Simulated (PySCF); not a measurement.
PySCF input file for C3H7Br, SMILES BrC(C)C, PBE/pcSseg-1. Coordinates come from a B3LYP-D3(BJ)/def2-SVP optimisation.

```python
import numpy as np
from pyscf import gto, scf, dft
from pyscf.prop.nmr import rks as nmr

mol = gto.M(
    atom='''
    C     1.56134540   -0.12613124   -1.27269709
    C     0.93004759    0.40977205    0.00000000
    C     1.56134540   -0.12613124    1.27269709
    Br   -1.01852540   -0.02523814    0.00000000
    H     1.49813175   -1.22450994   -1.31103789
    H     2.62745496    0.15848632   -1.29902835
    H     1.07300022    0.28102482   -2.16923360
    H     0.93478474    1.50827532    0.00000000
    H     1.49813175   -1.22450994    1.31103788
    H     2.62745496    0.15848632    1.29902834
    H     1.07300022    0.28102482    2.16923359
    ''',
    basis='pcSseg-1',
    charge=0,
    spin=0,
    max_memory=1600,
    verbose=3,
)
mf = dft.RKS(mol, xc='pbe')
mf.grids.level = 3
mf.conv_tol = 1e-10
mf.max_cycle = 100
mf.kernel()
n = nmr.NMR(mf)
n.verbose = 2
n.max_cycle_cphf = 60
sigma = n.kernel()
print('atom   isotropic/ppm   span/ppm')
for i, s in enumerate(sigma):
    w = np.linalg.eigvalsh((s + s.T) / 2)
    print(f'{mol.atom_symbol(i):2s}{i + 1:3d} {w.mean():14.3f} {w[2] - w[0]:11.3f}')
```

Output:

```
converged SCF energy = -2691.85797100255
atom   isotropic/ppm   span/ppm
C   1        148.690      52.205
C   2        117.343      79.787
C   3        148.690      52.205
Br  4       1932.901    1680.101
H   5         29.663       7.215
H   6         29.820      11.569
H   7         29.376      10.405
H   8         26.920      10.426
H   9         29.663       7.215
H  10         29.820      11.569
H  11         29.376      10.405
```

The run converged.
